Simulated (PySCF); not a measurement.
C$_{4}$H$_{10}$O$_{2}$Sb (SMILES CC[O][Sb+][O]CC), charge +1, singlet, geometry from GFN2-xTB (all electrons, no relativity), with bond 13-11 at 3.0 times its length; PySCF with HF/STO-3G.

Input for PySCF:
```python
from pyscf import gto, scf

mol = gto.M(
    atom='''
Sb   -0.20912211    0.73703085    0.26169453
O    -0.55186228   -1.13548900    0.30490070
C    -1.59799964   -1.82002368    0.97515898
C    -2.54219831   -0.92073203    1.74165235
H    -2.13528267   -2.38638621    0.20637872
H    -1.11297565   -2.53926026    1.64432980
H    -3.02499400   -0.21293550    1.06267013
H    -3.31265886   -1.51605063    2.22499360
H    -1.99670382   -0.36787948    2.51095594
O     1.28042581    0.50783529   -0.84218053
C     1.83676916   -0.68985362   -1.38727725
C     2.90420216   -0.29677141   -2.38943824
H     3.12343646   -2.46995714    1.06080996
H     1.04608139   -1.28514828   -1.85799653
H     3.67585932    0.29753588   -1.90888203
H     3.35577078   -1.19453299   -2.80186001
H     2.47132434    0.28481946   -3.19809898
''',
    basis='sto-3g',
    charge=1,
    verbose=5,
)

mf = scf.RHF(mol)
mf.kernel()
mo_i, mo_e, stable_i, stable_e = mf.stability(internal=True, external=True, return_status=True, nroots=6, tol=1e-6)
print('internally stable:', stable_i, ' externally stable:', stable_e)
if not stable_e:
    umf = mf.to_uhf() if not hasattr(mf, 'xc') else mf.to_uks()
    umf.scf_summary = {}
    umf.kernel(umf.make_rdm1(mo_e, umf.mo_occ))
```

Predict the main parts of the log of this PySCF run.


```
PySCF version 2.14.0

[INPUT] verbose = 5
[INPUT] max_memory = 4000
[INPUT] num. atoms = 17
[INPUT] num. electrons = 100
[INPUT] charge = 1
[INPUT] spin (= nelec alpha-beta = 2S) = 0
[INPUT] symmetry False subgroup None
[INPUT] Mole.unit = angstrom
[INPUT] Symbol           X                Y                Z      unit          X                Y                Z       unit  Magmom
[...]
[INPUT] ---------------- BASIS SET ----------------
[INPUT] l, kappa, [nprim/nctr], expnt,             c_1 c_2 ...
[INPUT] C
[...]
                                13.045096         0.53532814
                                3.5305122         0.44463454
[...]
                                0.6834831         0.39951283
                                0.2222899         0.70011547
[...]
                                0.6834831         0.60768372
                                0.2222899         0.39195739
[INPUT] H
[...]
                                0.62391373        0.53532814
                                0.1688554         0.44463454
[INPUT] Sb
[...]
                                1017.676657       0.5353281423
                                275.4230189       0.4446345422
[...]
                                114.3749494       0.3995128261
                                37.19828336       0.7001154689
[...]
                                19.07114112       0.2175436044
                                7.358239131       0.9166769611
[...]
                                2.383366187       0.0576109534
                                1.049163663       1.115578745
[...]
                                0.3515585034      -0.1972567438
                                0.1552895732      1.375495512
[...]
                                114.3749494       0.6076837186
                                37.19828336       0.3919573931
[...]
                                19.07114112       0.5777664691
                                7.358239131       0.4846460366
[...]
                                2.383366187       0.5852047641
                                1.049163663       0.543944204
[...]
                                0.3515585034      0.629032369
                                0.1552895732      0.6662832743
[...]
                                19.07114112       0.6555473627
                                7.358239131       0.286573259
[...]
                                2.383366187       0.6686785577
                                1.049163663       0.3052468245
[INPUT] O
[...]
                                23.808861         0.53532814
                                6.4436083         0.44463454
[...]
                                1.1695961         0.39951283
                                0.380389          0.70011547
[...]
                                1.1695961         0.60768372
                                0.380389          0.39195739

nuclear repulsion = 714.234728662297
number of shells = 39
number of NR pGTOs = 201
number of NR cGTOs = 67
basis = sto-3g
ecp = {}

******** <class 'pyscf.scf.hf.RHF'> ********
method = RHF
initial guess = minao
damping factor = 0
level_shift factor = 0
DIIS = <class 'pyscf.scf.diis.CDIIS'>
diis_start_cycle = 1
diis_space = 8
diis_damp = 0
SCF conv_tol = 1e-09
SCF conv_tol_grad = None
SCF max_cycles = 50
direct_scf = True
direct_scf_tol = 1e-13
Set gradient conv threshold to 3.16228e-05
Initial guess from minao.
E1 = -10388.509100481162  E2 = 3137.7905003889305  Ecoul = 3340.5034381209753  Exc = -202.7129377320448
init E= -6536.48387142993
cond(S) = 11.673914998261164
  mo_energy =
[-1.07552304e+03 -1.62689153e+02 -1.54346519e+02 -1.54346489e+02
 -1.54346474e+02 -3.27322112e+01 -2.96897057e+01 -2.96896055e+01
 -2.96894182e+01 -2.10324567e+01 -2.10324033e+01 -2.10324015e+01
 -2.10323797e+01 -2.10322572e+01 -2.08874007e+01 -2.08739681e+01
 -1.12708482e+01 -1.12681206e+01 -1.12426524e+01 -1.12398509e+01
 -6.15969659e+00 -4.86382352e+00 -4.86262460e+00 -4.85674354e+00
 -2.04413881e+00 -2.02343116e+00 -2.00183892e+00 -1.99931270e+00
 -1.99877701e+00 -1.92134821e+00 -1.85442093e+00 -1.47525164e+00
 -1.44012682e+00 -1.17162140e+00 -1.09797172e+00 -9.12526671e-01
 -8.27814892e-01 -8.15145118e-01 -7.94288860e-01 -7.51916083e-01
 -7.16283282e-01 -6.47203908e-01 -6.31720213e-01 -5.99080031e-01
 -5.81232453e-01 -5.60885447e-01 -5.06008584e-01 -4.99143376e-01
 -4.93797857e-01 -3.78229197e-01 -2.43603154e-01 -2.13952755e-01
 -1.95894306e-01 -1.22178207e-01  2.23637413e-01  2.34675695e-01
  3.70046671e-01  3.96492200e-01  4.06145340e-01  4.33638716e-01
  4.42379473e-01  4.44933891e-01  4.77476988e-01  4.97789317e-01
  5.07247907e-01  5.14284995e-01  5.29777954e-01]
E1 = -10476.084046377668  E2 = 3208.5501866409577  Ecoul = 3413.9735434790264  Exc = -205.42335683806868
cycle= 1 E= -6553.29913107441  delta_E= -16.8  |g|= 0.891  |ddm|= 5.16
  mo_energy =
[-1.07361700e+03 -1.61028035e+02 -1.52673181e+02 -1.52672956e+02
 -1.52672335e+02 -3.13672198e+01 -2.83322982e+01 -2.83311754e+01
 -2.83277107e+01 -2.00788011e+01 -1.98647778e+01 -1.96734675e+01
 -1.96732585e+01 -1.96704057e+01 -1.96694468e+01 -1.96686019e+01
 -1.17697672e+01 -1.13940547e+01 -1.12479809e+01 -1.11187491e+01
 -5.21629169e+00 -3.92203514e+00 -3.91651864e+00 -3.90210913e+00
 -1.42281298e+00 -1.25220557e+00 -1.18852769e+00 -1.09351058e+00
 -1.07204708e+00 -1.06702899e+00 -1.05927303e+00 -1.05490251e+00
 -1.05078648e+00 -1.01077875e+00 -8.97603669e-01 -8.61413649e-01
 -8.29151313e-01 -8.03938934e-01 -6.86290713e-01 -6.55191547e-01
 -6.28578830e-01 -5.76594845e-01 -5.48830606e-01 -5.34724249e-01
 -4.98930140e-01 -4.77240656e-01 -3.72311662e-01 -2.99606502e-01
 -2.55806886e-01 -1.95220871e-01 -1.79461445e-01 -2.16492376e-02
  2.51964164e-01  2.84573966e-01  3.24327490e-01  4.26230360e-01
  4.51462251e-01  4.59231631e-01  4.79436442e-01  5.32123428e-01
  5.48379940e-01  5.59701020e-01  6.18982081e-01  6.64278212e-01
  6.80092282e-01  7.02701938e-01  7.79119080e-01]
[...]
converged SCF energy = -6553.95342783069
<class 'pyscf.scf.hf.RHF'> wavefunction is stable in the internal stability analysis
<class 'pyscf.scf.hf.RHF'> wavefunction is stable in the real -> complex stability analysis
<class 'pyscf.scf.hf.RHF'> wavefunction has an RHF/RKS -> UHF/UKS instability
internally stable: True  externally stable: False
[...]
 -5.72905389e+00 -4.42944804e+00 -4.42626294e+00 -4.41880167e+00
 -1.60384092e+00 -1.59279761e+00 -1.58088730e+00 -1.57471865e+00
 -1.57234706e+00 -1.49342057e+00 -1.45531240e+00 -1.14957350e+00
 -1.12949851e+00 -9.84790897e-01 -9.55987817e-01 -8.20815386e-01
 -7.93859213e-01 -7.59044288e-01 -7.49635438e-01 -7.28147932e-01
 -6.95889706e-01 -6.71493434e-01 -6.67796300e-01 -6.41069096e-01
 -6.27839263e-01 -6.11067150e-01 -5.74604250e-01 -5.59596418e-01
 -5.17266934e-01 -4.63128336e-01 -1.10856689e-01  4.67961923e-02
  1.42470589e-01  1.94987279e-01  4.21709789e-01  4.36446009e-01
  4.64134109e-01  4.91738559e-01  5.25188655e-01  5.37684156e-01
  5.63638353e-01  5.80165912e-01  6.00489793e-01  6.06550794e-01
  6.13146008e-01  6.18969214e-01  6.25000798e-01]
multiplicity <S^2> = 1.082173  2S+1 = 2.3083959
E1 = -10447.26157389188  E2 = 3178.851690444227  Ecoul = 3384.0016049275127  Exc = -205.14991448328556
cycle= 48 E= -6554.17515478535  delta_E= 0.0011  |g|= 0.0134  |ddm|= 0.185
  alpha mo_energy =
[-1.07417727e+03 -1.61581333e+02 -1.53227089e+02 -1.53226922e+02
 -1.53226582e+02 -3.19094548e+01 -2.88733444e+01 -2.88728155e+01
 -2.88711701e+01 -2.04754329e+01 -2.04458188e+01 -2.02159747e+01
 -2.02159122e+01 -2.02145017e+01 -2.02135802e+01 -2.02134897e+01
 -1.12800335e+01 -1.12394680e+01 -1.12106522e+01 -1.11848038e+01
 -5.72846931e+00 -4.42769591e+00 -4.42608045e+00 -4.41865216e+00
 -1.60635230e+00 -1.59153491e+00 -1.58044025e+00 -1.57428010e+00
 -1.57231110e+00 -1.49413738e+00 -1.45437020e+00 -1.14789128e+00
 -1.10180534e+00 -9.83568556e-01 -9.19576577e-01 -8.14339949e-01
 -7.85578705e-01 -7.55894285e-01 -7.41333018e-01 -6.90512985e-01
 -6.82224761e-01 -6.65681016e-01 -6.61064233e-01 -6.47209331e-01
 -6.36078809e-01 -6.09326254e-01 -5.79616073e-01 -5.69361793e-01
 -5.26947690e-01 -5.11677649e-01 -1.19779547e-01  5.23083177e-02
  1.08310081e-01  1.47178159e-01  4.25681166e-01  4.62142166e-01
  4.64916332e-01  5.15460987e-01  5.25505526e-01  5.63455365e-01
  5.67491486e-01  5.82387045e-01  6.06911485e-01  6.10931124e-01
  6.13642972e-01  6.26512728e-01  6.40915563e-01]
  beta  mo_energy =
[-1.07417740e+03 -1.61581429e+02 -1.53227379e+02 -1.53226966e+02
 -1.53226629e+02 -3.19096752e+01 -2.88739466e+01 -2.88729086e+01
 -2.88712618e+01 -2.04693994e+01 -2.04495562e+01 -2.02161427e+01
 -2.02160975e+01 -2.02146667e+01 -2.02136210e+01 -2.02135482e+01
 -1.12797102e+01 -1.12685652e+01 -1.12106622e+01 -1.11828195e+01
 -5.72919159e+00 -4.42957753e+00 -4.42640194e+00 -4.41894198e+00
 -1.60397322e+00 -1.59294930e+00 -1.58103376e+00 -1.57486492e+00
 -1.57248549e+00 -1.49353263e+00 -1.45539134e+00 -1.14968449e+00
 -1.12935910e+00 -9.84906829e-01 -9.55825764e-01 -8.20723489e-01
 -7.93944908e-01 -7.59146227e-01 -7.49696239e-01 -7.28119874e-01
 -6.95636453e-01 -6.71544619e-01 -6.67873345e-01 -6.41027699e-01
 -6.27882032e-01 -6.11206619e-01 -5.74500734e-01 -5.59731115e-01
 -5.17373070e-01 -4.63061123e-01 -1.11433482e-01  4.67194261e-02
  1.42474346e-01  1.95036471e-01  4.21610865e-01  4.36623833e-01
  4.64020805e-01  4.91903041e-01  5.25065296e-01  5.37835820e-01
  5.63530073e-01  5.80023262e-01  6.00594600e-01  6.06437141e-01
  6.13053097e-01  6.19065449e-01  6.25115635e-01]
multiplicity <S^2> = 1.0795287  2S+1 = 2.3061039
E1 = -10447.253603091802  E2 = 3178.84374931858  Ecoul = 3383.9942134061234  Exc = -205.15046408754324
cycle= 49 E= -6554.17512511092  delta_E= 2.97e-05  |g|= 0.013  |ddm|= 0.00873
  alpha mo_energy =
[-1.07417582e+03 -1.61579908e+02 -1.53225648e+02 -1.53225499e+02
 -1.53225160e+02 -3.19080563e+01 -2.88719004e+01 -2.88714374e+01
 -2.88697935e+01 -2.04782983e+01 -2.04457687e+01 -2.02145592e+01
 -2.02144901e+01 -2.02130876e+01 -2.02122138e+01 -2.02121126e+01
 -1.12798887e+01 -1.12411350e+01 -1.12103407e+01 -1.11853457e+01
 -5.72714529e+00 -4.42619622e+00 -4.42483581e+00 -4.41740776e+00
 -1.60591186e+00 -1.59021900e+00 -1.57905346e+00 -1.57289362e+00
 -1.57111509e+00 -1.49540097e+00 -1.45432326e+00 -1.14761928e+00
 -1.10271254e+00 -9.83357450e-01 -9.20744371e-01 -8.15272584e-01
 -7.85092745e-01 -7.55834071e-01 -7.41589319e-01 -6.92866959e-01
 -6.83764169e-01 -6.65642231e-01 -6.60641055e-01 -6.49279337e-01
 -6.37334154e-01 -6.09195986e-01 -5.79845770e-01 -5.70850390e-01
 -5.25118082e-01 -5.11041492e-01 -1.18324991e-01  5.27625888e-02
  1.06860710e-01  1.47277914e-01  4.25886667e-01  4.60577517e-01
  4.65147093e-01  5.14415826e-01  5.25706889e-01  5.63546547e-01
  5.66704501e-01  5.82580651e-01  6.07134143e-01  6.10324019e-01
  6.13656268e-01  6.25816895e-01  6.40005089e-01]
  beta  mo_energy =
[-1.07417596e+03 -1.61580010e+02 -1.53225960e+02 -1.53225547e+02
 -1.53225210e+02 -3.19082932e+01 -2.88725484e+01 -2.88715375e+01
 -2.88698906e+01 -2.04715659e+01 -2.04498905e+01 -2.02147396e+01
 -2.02146885e+01 -2.02132648e+01 -2.02122574e+01 -2.02121761e+01
 -1.12795473e+01 -1.12702779e+01 -1.12103489e+01 -1.11833440e+01
 -5.72792113e+00 -4.42822018e+00 -4.42518188e+00 -4.41771489e+00
 -1.60302466e+00 -1.59176629e+00 -1.57968773e+00 -1.57352052e+00
 -1.57129739e+00 -1.49376497e+00 -1.45542164e+00 -1.14958732e+00
 -1.13009642e+00 -9.84833247e-01 -9.56637617e-01 -8.21357865e-01
 -7.94290512e-01 -7.59214854e-01 -7.49869051e-01 -7.28386401e-01
 -6.96563145e-01 -6.72005204e-01 -6.67802701e-01 -6.41482069e-01
 -6.27401395e-01 -6.11112223e-01 -5.75617902e-01 -5.60439252e-01
 -5.17256464e-01 -4.62944862e-01 -1.08711231e-01  4.70294448e-02
  1.42347431e-01  1.94812451e-01  4.21449383e-01  4.35659043e-01
  4.64160897e-01  4.91006727e-01  5.25234083e-01  5.36968051e-01
  5.63694527e-01  5.80047948e-01  5.99934827e-01  6.06604908e-01
  6.13203550e-01  6.18464909e-01  6.24428065e-01]
multiplicity <S^2> = 1.0935389  2S+1 = 2.3182225
E1 = -10447.299947285537  E2 = 3178.889955978367  Ecoul = 3384.037469927148  Exc = -205.14751394878067
cycle= 50 E= -6554.17526264487  delta_E= -0.000138  |g|= 0.0144  |ddm|= 0.0369
SCF not converged.
SCF energy = -6554.17526264487 after 50 cycles  <S^2> = 1.0935389  2S+1 = 2.3182225
```

Convergence was not reached.
